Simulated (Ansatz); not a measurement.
Input for Ansatz (a program for electronic structure): R-PBE/def2-TZVPP on BeAl-, 2S+1 = 1, a spin state set in the input, which need not be the lowest, a point of a bond scan (R = 2.341 Å). Charge -1.

Ansatz 0.2 input:
```yaml
crystal:
  periodic: [false, false, false]
  atoms:
    - {symbol: Be, position_ang: [0.00000000, 0.00000000, 0.00000000]}
    - {symbol: Al, position_ang: [0.00000000, 0.00000000, 2.34075000]}
basis:
  gaussian:
    orbitals: def2-TZVPP
    pivot_positions_ang: [[0.00000000, 0.00000000, 0.00000000], [0.00000000, 0.00000000, 2.34075000]]
hamiltonian:
  xc: {name: PBE}
total_charge: -1
output: {forces: true, orbitals: {seedname: ./end}}
```

The head of its log:

```
WARN ansatz: RAYON_NUM_THREADS=2 ignored (pool sized by the plan → 2); use --threads N
Functional definition: PBE
integrals: 0.01 GiB planned
410 factors; their error is unknown
mean field: 0.11 GiB planned
mean field evaluation 1: about -6990.5579 eV, gradient 7.3e0 eV
mean field evaluation 2: about -6990.3205 eV, gradient 9.4e0 eV
```

Question: Predict the final total energy.

Answer: -256.9047 hartree.
